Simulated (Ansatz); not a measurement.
Ansatz (an electronic-structure program) input file for C3H7N, SMILES C/C=N\C, r2SCAN-D4/def2-SVP. 

Ansatz 0.2 input:
```yaml
crystal:
  periodic: [false, false, false]
  atoms:
    - {symbol: C, position_ang: [-1.37804149, 0.51610504, 0.58756441]}
    - {symbol: C, position_ang: [-0.69281002, -0.38918863, -0.39132614]}
    - {symbol: N, position_ang: [0.53098309, -0.55951844, -0.60816459]}
    - {symbol: C, position_ang: [1.54833663, 0.15463917, 0.11754170]}
    - {symbol: H, position_ang: [-0.67165454, 1.09987996, 1.17092685]}
    - {symbol: H, position_ang: [-1.99072674, -0.08183795, 1.26109083]}
    - {symbol: H, position_ang: [-2.04130782, 1.19133389, 0.04850953]}
    - {symbol: H, position_ang: [-1.36080718, -0.98779677, -1.00496140]}
    - {symbol: H, position_ang: [1.49455310, -0.03995610, 1.19207035]}
    - {symbol: H, position_ang: [1.47455148, 1.23396213, -0.03967890]}
    - {symbol: H, position_ang: [2.51359934, -0.18828948, -0.25348499]}
basis:
  gaussian:
    orbitals: def2-SVP
hamiltonian:
  xc: r2scan
  dispersion: d4
relax: {f_tol: 0.002, max_steps: 200}
```

Program output:

```
WARN ansatz: RAYON_NUM_THREADS=1 ignored (pool sized by the plan → 1); use --threads N
Functional definition: r2SCAN
integrals: 0.04 GiB planned
1052 factors; their error is unknown
mean field: 0.24 GiB planned
mean field evaluation 1: about -4700.2023 eV, gradient 5.5e1 eV
mean field evaluation 2: about -4695.4364 eV, gradient 7.0e1 eV
mean field evaluation 4: about -4707.9459 eV, gradient 4.3e0 eV
mean field evaluation 8: about -4707.9958 eV, gradient 7.5e-2 eV
mean field evaluation 16: about -4707.9391 eV, gradient 6.8e-5 eV
mean field -4707.93913304 eV, -173.0135719833 hartree, gradient 7.8e-6 eV, S^2 0.000000; 0 other end points of the search recorded, 0 dependent functions left out
the calculation of the forces begins
reference -4707.93914219 eV, -173.0135723196 hartree; 16, 16 occupied and 75, 75 virtual orbitals, 1052 factors
relax step   1: F+E_penalty+E_count = -4707.98179342 eV  Δ(F+E_penalty+E_count) = +0.000e0 eV  max|allowed force component| = 9.111e-1 eV/Å  Δτ_max = 0.0000 Å  (28 SCF iters, accepted)
these checks for a lower state are left out or cut short: starts, cluster_reference, orbital_swaps, neighbouring_geometries, increment
integrals: 0.04 GiB planned
1052 factors; their error is unknown
mean field: 0.24 GiB planned
mean field -4707.98774158 eV, -173.0153583144 hartree, gradient 7.9e-6 eV, S^2 0.000000; 0 other end points of the search recorded, 0 dependent functions left out
the calculation of the forces begins
reference -4707.98775076 eV, -173.0153586519 hartree; 16, 16 occupied and 75, 75 virtual orbitals, 1052 factors
[...]
the calculation of the forces begins
reference -4708.02064114 eV, -173.0165673508 hartree; 16, 16 occupied and 75, 75 virtual orbitals, 1052 factors
relax step  55: F+E_penalty+E_count = -4708.06305773 eV  Δ(F+E_penalty+E_count) = -3.583e-4 eV  max|allowed force component| = 8.154e-2 eV/Å  Δτ_max = 0.0699 Å  (29 SCF iters, accepted)
these checks for a lower state are left out or cut short: starts, cluster_reference, orbital_swaps, neighbouring_geometries, increment
integrals: 0.04 GiB planned
1052 factors; their error is unknown
mean field: 0.24 GiB planned
mean field -4708.02064443 eV, -173.0165674717 hartree, gradient 8.3e-6 eV, S^2 0.000000; 0 other end points of the search recorded, 0 dependent functions left out
the calculation of the forces begins
reference -4708.02065368 eV, -173.0165678117 hartree; 16, 16 occupied and 75, 75 virtual orbitals, 1052 factors
relax step  56: F+E_penalty+E_count = -4708.06307101 eV  Δ(F+E_penalty+E_count) = -1.329e-5 eV  max|allowed force component| = 7.976e-2 eV/Å  Δτ_max = 0.0149 Å  (30 SCF iters, accepted)
these checks for a lower state are left out or cut short: starts, cluster_reference, orbital_swaps, neighbouring_geometries, increment
integrals: 0.04 GiB planned
1052 factors; their error is unknown
mean field: 0.24 GiB planned
mean field -4708.02141005 eV, -173.0165956077 hartree, gradient 8.3e-6 eV, S^2 0.000000; 0 other end points of the search recorded, 0 dependent functions left out
the calculation of the forces begins
reference -4708.02141929 eV, -173.0165959473 hartree; 16, 16 occupied and 75, 75 virtual orbitals, 1052 factors
relax step  57: F+E_penalty+E_count = -4708.06384189 eV  Δ(F+E_penalty+E_count) = -7.709e-4 eV  max|allowed force component| = 2.371e-2 eV/Å  Δτ_max = 0.0116 Å  (31 SCF iters, accepted)
these checks for a lower state are left out or cut short: starts, cluster_reference, orbital_swaps, neighbouring_geometries, increment
integrals: 0.04 GiB planned
1052 factors; their error is unknown
mean field: 0.24 GiB planned
mean field evaluation 416: about -4708.0216 eV, gradient 8.2e-6 eV
mean field -4708.02157914 eV, -173.0166018218 hartree, gradient 8.3e-6 eV, S^2 0.000000; 0 other end points of the search recorded, 0 dependent functions left out
the calculation of the forces begins
reference -4708.02158838 eV, -173.0166021615 hartree; 16, 16 occupied and 75, 75 virtual orbitals, 1052 factors
relax step  58: F+E_penalty+E_count = -4708.06401016 eV  Δ(F+E_penalty+E_count) = -1.683e-4 eV  max|allowed force component| = 1.781e-2 eV/Å  Δτ_max = 0.0134 Å  (31 SCF iters, accepted)
these checks for a lower state are left out or cut short: starts, cluster_reference, orbital_swaps, neighbouring_geometries, increment
integrals: 0.04 GiB planned
1052 factors; their error is unknown
mean field: 0.24 GiB planned
mean field -4708.02165084 eV, -173.0166044567 hartree, gradient 8.3e-6 eV, S^2 0.000000; 0 other end points of the search recorded, 0 dependent functions left out
the calculation of the forces begins
reference -4708.02166008 eV, -173.0166047964 hartree; 16, 16 occupied and 75, 75 virtual orbitals, 1052 factors
relax step  59: F+E_penalty+E_count = -4708.06408127 eV  Δ(F+E_penalty+E_count) = -7.111e-5 eV  max|allowed force component| = 1.732e-2 eV/Å  Δτ_max = 0.0178 Å  (31 SCF iters, accepted)
these checks for a lower state are left out or cut short: starts, cluster_reference, orbital_swaps, neighbouring_geometries, increment
integrals: 0.04 GiB planned
1052 factors; their error is unknown
mean field: 0.24 GiB planned
mean field -4708.02167177 eV, -173.0166052259 hartree, gradient 8.3e-6 eV, S^2 0.000000; 0 other end points of the search recorded, 0 dependent functions left out
the calculation of the forces begins
reference -4708.02168102 eV, -173.0166055656 hartree; 16, 16 occupied and 75, 75 virtual orbitals, 1052 factors
relax step  60: F+E_penalty+E_count = -4708.06410267 eV  Δ(F+E_penalty+E_count) = -2.141e-5 eV  max|allowed force component| = 7.455e-3 eV/Å  Δτ_max = 0.0105 Å  (31 SCF iters, accepted)
these checks for a lower state are left out or cut short: starts, cluster_reference, orbital_swaps, neighbouring_geometries, increment
integrals: 0.04 GiB planned
1052 factors; their error is unknown
mean field: 0.24 GiB planned
mean field -4708.02167939 eV, -173.0166055059 hartree, gradient 8.3e-6 eV, S^2 0.000000; 0 other end points of the search recorded, 0 dependent functions left out
the calculation of the forces begins
reference -4708.02168864 eV, -173.0166058456 hartree; 16, 16 occupied and 75, 75 virtual orbitals, 1052 factors
relax step  61: F+E_penalty+E_count = -4708.06411017 eV  Δ(F+E_penalty+E_count) = -7.491e-6 eV  max|allowed force component| = 3.517e-3 eV/Å  Δτ_max = 0.0036 Å  (32 SCF iters, accepted)
these checks for a lower state are left out or cut short: starts, cluster_reference, orbital_swaps, neighbouring_geometries, increment
integrals: 0.04 GiB planned
1052 factors; their error is unknown
mean field: 0.24 GiB planned
mean field -4708.02169071 eV, -173.0166059217 hartree, gradient 8.3e-6 eV, S^2 0.000000; 0 other end points of the search recorded, 0 dependent functions left out
the calculation of the forces begins
reference -4708.02169995 eV, -173.0166062614 hartree; 16, 16 occupied and 75, 75 virtual orbitals, 1052 factors
relax step  62: F+E_penalty+E_count = -4708.06412121 eV  Δ(F+E_penalty+E_count) = -1.104e-5 eV  max|allowed force component| = 3.768e-3 eV/Å  Δτ_max = 0.0072 Å  (31 SCF iters, accepted)
these checks for a lower state are left out or cut short: starts, cluster_reference, orbital_swaps, neighbouring_geometries, increment
integrals: 0.04 GiB planned
1052 factors; their error is unknown
mean field: 0.24 GiB planned
mean field evaluation 448: about -4708.0214 eV, gradient 3.6e-1 eV
mean field -4708.02167960 eV, -173.0166055135 hartree, gradient 8.3e-6 eV, S^2 0.000000; 0 other end points of the search recorded, 0 dependent functions left out
the calculation of the forces begins
reference -4708.02168884 eV, -173.0166058532 hartree; 16, 16 occupied and 75, 75 virtual orbitals, 1052 factors
relax step  63: F+E_penalty+E_count = -4708.06411012 eV  Δ(F+E_penalty+E_count) = +1.109e-5 eV  max|allowed force component| = 1.500e-2 eV/Å  Δτ_max = 0.0112 Å  (30 SCF iters, rejected (line search))
these checks for a lower state are left out or cut short: starts, cluster_reference, orbital_swaps, neighbouring_geometries, increment
integrals: 0.04 GiB planned
1052 factors; their error is unknown
mean field: 0.24 GiB planned
mean field -4708.02169437 eV, -173.0166060565 hartree, gradient 8.3e-6 eV, S^2 0.000000; 0 other end points of the search recorded, 0 dependent functions left out
the calculation of the forces begins
reference -4708.02170362 eV, -173.0166063962 hartree; 16, 16 occupied and 75, 75 virtual orbitals, 1052 factors
relax step  64: F+E_penalty+E_count = -4708.06412472 eV  Δ(F+E_penalty+E_count) = -3.510e-6 eV  max|allowed force component| = 5.715e-3 eV/Å  Δτ_max = 0.0055 Å  (31 SCF iters, accepted)
these checks for a lower state are left out or cut short: starts, cluster_reference, orbital_swaps, neighbouring_geometries, increment
integrals: 0.04 GiB planned
1052 factors; their error is unknown
mean field: 0.24 GiB planned
mean field -4708.02169903 eV, -173.0166062276 hartree, gradient 8.3e-6 eV, S^2 0.000000; 0 other end points of the search recorded, 0 dependent functions left out
the calculation of the forces begins
reference -4708.02170827 eV, -173.0166065673 hartree; 16, 16 occupied and 75, 75 virtual orbitals, 1052 factors
relax step  65: F+E_penalty+E_count = -4708.06412922 eV  Δ(F+E_penalty+E_count) = -4.500e-6 eV  max|allowed force component| = 4.474e-3 eV/Å  Δτ_max = 0.0038 Å  (32 SCF iters, accepted)
these checks for a lower state are left out or cut short: starts, cluster_reference, orbital_swaps, neighbouring_geometries, increment
integrals: 0.04 GiB planned
1052 factors; their error is unknown
mean field: 0.24 GiB planned
mean field -4708.02170021 eV, -173.0166062710 hartree, gradient 8.3e-6 eV, S^2 0.000000; 0 other end points of the search recorded, 0 dependent functions left out
the calculation of the forces begins
reference -4708.02170945 eV, -173.0166066107 hartree; 16, 16 occupied and 75, 75 virtual orbitals, 1052 factors
relax step  66: F+E_penalty+E_count = -4708.06413038 eV  Δ(F+E_penalty+E_count) = -1.167e-6 eV  max|allowed force component| = 2.531e-3 eV/Å  Δτ_max = 0.0004 Å  (32 SCF iters, accepted)
these checks for a lower state are left out or cut short: starts, cluster_reference, orbital_swaps, neighbouring_geometries, increment
integrals: 0.04 GiB planned
1052 factors; their error is unknown
mean field: 0.24 GiB planned
mean field evaluation 480: about -4708.0217 eV, gradient 8.3e-6 eV
mean field -4708.02170037 eV, -173.0166062768 hartree, gradient 8.3e-6 eV, S^2 0.000000; 0 other end points of the search recorded, 0 dependent functions left out
the calculation of the forces begins
reference -4708.02170961 eV, -173.0166066165 hartree; 16, 16 occupied and 75, 75 virtual orbitals, 1052 factors
relax step  67: F+E_penalty+E_count = -4708.06413070 eV  Δ(F+E_penalty+E_count) = -3.197e-7 eV  max|allowed force component| = 4.008e-4 eV/Å  Δτ_max = 0.0002 Å  (32 SCF iters, accepted)
integrals: 0.04 GiB planned
1052 factors; their error is unknown
mean field: 0.24 GiB planned
mean field -4708.02170037 eV, -173.0166062768 hartree, gradient 8.3e-6 eV, S^2 0.000000; 1 other end points of the search recorded, 0 dependent functions left out
the calculation of the forces begins
reference -4708.02170961 eV, -173.0166066165 hartree; 16, 16 occupied and 75, 75 virtual orbitals, 1052 factors
Total energy: -4708.06413995 eV, -173.0181659026 hartree
Atom 0 at    -1.387934     0.368955     0.707221 Å, force    -0.000143     0.000152    -0.000086 eV/Å
Atom 1 at    -0.705131    -0.291904    -0.458674 Å, force    -0.000132    -0.000125     0.000264 eV/Å
Atom 2 at     0.527603    -0.362330    -0.766295 Å, force     0.000401     0.000058    -0.000256 eV/Å
Atom 3 at     1.555924     0.242698     0.039870 Å, force    -0.000006    -0.000057     0.000130 eV/Å
Atom 4 at    -0.705678     0.871594     1.404880 Å, force    -0.000045     0.000016    -0.000188 eV/Å
Atom 5 at    -1.971156    -0.381003     1.268095 Å, force     0.000064    -0.000092    -0.000074 eV/Å
Atom 6 at    -2.117463     1.109366     0.337419 Å, force    -0.000045     0.000146     0.000266 eV/Å
Atom 7 at    -1.398996    -0.796913    -1.157597 Å, force    -0.000034    -0.000041    -0.000069 eV/Å
Atom 8 at     1.228394     0.778843     0.951475 Å, force     0.000035    -0.000003     0.000022 eV/Å
Atom 9 at     2.126716     0.948742    -0.587087 Å, force    -0.000141    -0.000078    -0.000053 eV/Å
Atom 10 at     2.274398    -0.538716     0.340781 Å, force     0.000045     0.000024     0.000045 eV/Å
Dipole moment:    -0.162742     0.177833     0.310303 e Å
```

The calculation finished and met its thresholds.
